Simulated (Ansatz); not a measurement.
`O[SiH2]S[SiH2]F` → `O[SiH2]S` + `F[SiH]`  (silylene formation by 1,1-elimination)

Computed with Ansatz on PBE0-D4/def2-TZVP structures; ΔE is electronic, products minus reactants. CCSD(T)/CBS is the MP2 limit (def2-TZVPP, def2-QZVPP) plus CCSD(T) − MP2 in def2-TZVPP, frozen cores. This one scheme is used for every species. Functionals use def2-TZVPP. One conformer a species, not always the lowest.

CCSD(T)/CBS gives +273.8 kJ/mol.

(1) Another level gave +290.8 kJ/mol. Which?
A. B2PLYP/def2-TZVPP
B. r2SCAN/def2-TZVPP
C. revPBE-D4/def2-TZVPP
D. LC-ωPBE/def2-TZVPP

(2) What do rigid-rotor, harmonic-oscillator terms from PBE0-D4/def2-TZVP frequencies (298.15 K, 1 bar) make of the CCSD(T)/CBS value? (Best estimate.)

Largest T1 diagnostic among the species: 0.015.

Answers

(1) B. r2SCAN 290.8, LC-ωPBE 284.4, revPBE-D4 267.4, B2PLYP 263.1 kJ/mol.

(2) Ansatz gave: ΔZPE = -13.2 kJ/mol, ΔH = +263.2 kJ/mol, ΔS = 158 J/(mol·K), ΔG = +216.2 kJ/mol. Modes under 50 cm⁻¹ make the entropy rough.

Leaving LDA and LC-ωPBE aside and taking each functional with its dispersion term where it has one, the values, not all of them listed here, spread over 47.7 kJ/mol, from BLYP-D4 to r2SCAN0-D4. LDA lies +32.4 kJ/mol from PBE without D4. From r2SCAN to r2SCAN0 (25 % exact exchange), in def2-TZVPP and without D4, ΔE moves by +3.9 kJ/mol.
